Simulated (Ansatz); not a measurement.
NiMe2 (C2H6Ni). Charge 0, multiplicity 3. Geometry r2SCAN-D4/def2-TZVP; atoms count from 1.

```xyz
9

Ni   -0.3775    0.5184    0.2172
C    -1.2188   -0.3427   -1.2974
H    -0.5701   -0.3054   -2.1761
H    -2.1485    0.1988   -1.5162
H    -1.4588   -1.3842   -1.0683
C     1.2177    0.3444    1.2981
H     1.2545   -0.6349    1.7816
H     1.1858    1.1234    2.0707
H     2.1157    0.4823    0.6904
```

(1) Estimate the Mulliken populations from the PBE0/def2-TZVP orbitals of Ansatz.

(2) Where does the spin sit?

(3) And the Mayer bond orders between heavy atoms (over 0.3)?

## Answers

(1) 
```json
{"atom": "Ni1", "charge (e)": "0.54", "spin (α − β)": "1.72", "d electrons": "8.40"}
{"atom": "C2", "charge (e)": "-0.65", "spin (α − β)": "0.15", "d electrons": "–"}
{"atom": "H3", "charge (e)": "0.13", "spin (α − β)": "-0.01", "d electrons": "–"}
{"atom": "H4", "charge (e)": "0.13", "spin (α − β)": "0.01", "d electrons": "–"}
{"atom": "H5", "charge (e)": "0.13", "spin (α − β)": "-0.01", "d electrons": "–"}
{"atom": "C6", "charge (e)": "-0.65", "spin (α − β)": "0.15", "d electrons": "–"}
{"atom": "H7", "charge (e)": "0.13", "spin (α − β)": "-0.01", "d electrons": "–"}
{"atom": "H8", "charge (e)": "0.13", "spin (α − β)": "0.01", "d electrons": "–"}
{"atom": "H9", "charge (e)": "0.13", "spin (α − β)": "-0.01", "d electrons": "–"}
```
Mulliken values depend strongly on the basis.

(2) Summed by element: Ni 1.72, C 0.30, H -0.02, of 2 unpaired in all. Largest on single atoms: Ni1 1.72, C2 0.15, C6 0.15.

(3) Ni1–C2 0.93 (1.93 Å); Ni1–C6 0.93 (1.93 Å).
